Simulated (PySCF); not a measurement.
In(F)2(SMe) (CH3F2InS), SMILES C[S][In]([F])[F].

Coordinates come from a PBE0-D3(BJ)/def2-SVP optimisation. The structure was generated by enumeration; whether it is a known compound was not checked. The def2 effective core potentials stand for the cores of In; spin–orbit coupling is left out. Other conformers were not sampled.

The numbers are results of HF/def2-TZVP in PySCF, not measurements.

Symmetry labels are those of the subgroup Cs that the program uses (full group Cs).

Question: List the valence orbital energies around the gap with their symmetry. (The exact figures need the calculation; the answer reports its results.)

Answer: 
```
orbital  symmetry  energy (eV)
-------  --------  -----------
HOMO−7         A'       -16.38
HOMO−6         A"       -16.25
HOMO−5         A"       -15.93
HOMO−4         A'       -15.78
HOMO−3         A'       -15.70
HOMO−2         A'       -13.92
HOMO−1         A'       -11.75
HOMO           A"       -10.51
LUMO           A'         0.70
LUMO+1         A"         1.09
LUMO+2         A'         2.05
LUMO+3         A'         2.68
```
